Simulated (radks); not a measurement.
Results of a calculation; reference values are marked as such.
Effect of the nuclear size on the rhodium ion Rh+, [Kr] 4d8. Code: a radial shooting solver on a logarithmic mesh with Libxc functionals. Model: Dirac Kohn-Sham, BLYP, spin-unpolarised, spherical densities, finite nucleus; open shells are shared between the two j in proportion to 2j + 1; Fermi nuclear charge, rms radius 4.4945 fm. The rms radius is varied about that value; shifts are against it.

rms radius (fm),total energy shift (eV),density at nucleus (e/bohr^3),1s1/2 shift (meV),2s1/2 shift (meV),4s1/2 shift (meV),5s1/2 (empty) shift (meV)
3.8563,-0.581,1.234e+05,-245,-27.0,-0.911,-0.088
4.1439,-0.329,1.223e+05,-139,-15.3,-0.516,-0.050
4.4945,0,1.21e+05,0.000,0.000,0.000,0.000
4.8406,0.348,1.199e+05,147,16.1,0.545,0.053
5.3529,0.904,1.184e+05,381,41.9,1.42,0.137

Slopes of the eigenvalues against <r^2> in GHz/fm^2, as finite differences over the two radii next to the reference (eigenvalue slopes, not the field-shift constants of lines): 1s1/2 11000, 2s1/2 1210, 4s1/2 41.0, 5s1/2 (empty) 3.96.
